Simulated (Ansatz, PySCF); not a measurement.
Process, species as SMILES: Br[B]Br -> Br[B]Br as singlet, charge -1 (an electron is taken up)
Geometries: B3LYP-D3(BJ)/def2-TZVP minima from Ansatz (a program for electronic structure). Unstable Hartree-Fock reference: Br[B]Br as singlet, charge -1.
Geometry of the first species:
SMILES: Br[B]Br
```xyz
3

B     -0.6400    -0.4659    -0.0426
Br    -0.7477     1.2069    -0.9132
Br     0.8392    -1.1404     0.9193
```
Charge 0, spin multiplicity 2.

Property: adiabatic electron affinity (0 K, with B3LYP-D3(BJ) harmonic zero-point energies from PySCF), positive where the reaction releases energy, in eV. Correlated levels leave the core frozen unless marked. UHF or UKS for open shells. Spin-orbit coupling is left out. Frozen are the shells of the preceding noble gas and the d and f shells that filled before the atom's block. Non-relativistic. Anions need diffuse functions: aug- sets have them; def2-D sets add few; the other sets have none. Basis-set limits of correlation are two-point, X^-3; Hartree-Fock from the larger set. [CCSD(T)-MP2]/basis is that difference in the basis named.

| level | program | adiabatic electron affinity (eV) | minus last row |
|---|---|---|---|
| HF/6-31G* | Ansatz | 0.36 | -1.41 |
| HF-D4/def2-TZVPD | PySCF + dftd4 | 0.60 | -1.17 |
| PBE-D4/def2-TZVPD | Ansatz + dftd4 | 1.54 | -0.23 |
| BP86-D4/def2-TZVPD | PySCF + dftd4 | 1.70 | -0.07 |
| BP86/def2-TZVPD | PySCF | 1.69 | -0.08 |
| r2SCAN/def2-TZVPD | Ansatz | 1.38 | -0.39 |
| B3LYP-D3(BJ)/def2-TZVPD | Ansatz + dftd3 | 1.64 | -0.13 |
| PBE0-D4/def2-TZVP | Ansatz + dftd4 | 1.38 | -0.39 |
| BHLYP/def2-TZVPD | Ansatz | 1.41 | -0.36 |
| TPSSh-D4/def2-TZVPD | PySCF + dftd4 | 1.50 | -0.27 |
| PW6B95-D3(BJ)/def2-TZVPD | PySCF + dftd3 | 1.57 | -0.20 |
| HSE06-D4/def2-TZVPD | Ansatz + dftd4 | 1.45 | -0.32 |
| LC-wPBE-D4/def2-TZVPD | Ansatz + dftd4 | 1.35 | -0.42 |
| LC-wPBE/def2-TZVPD | Ansatz | 1.35 | -0.42 |
| wB97X-V/def2-TZVPD | Ansatz | 1.56 | -0.21 |
| B2GP-PLYP-D3(BJ)/def2-TZVPD | Ansatz + dftd3 | 1.48 | -0.29 |
| MP2/aug-cc-pVDZ | Ansatz | 1.46 | -0.31 |
| RI-MP2/CBS(aug-cc-pVTZ,aug-cc-pVQZ) | Ansatz | 1.58 | -0.19 |
| CCSD(T)/aug-cc-pVDZ | Ansatz | 1.67 | -0.10 |
| CCSD(T)/cc-pVQZ | Ansatz | 1.65 | -0.12 |
| RI-MP2/CBS(aug-cc-pVTZ,aug-cc-pVQZ)+[CCSD(T)-MP2]/aug-cc-pVTZ | Ansatz | 1.77 | 0.00 |
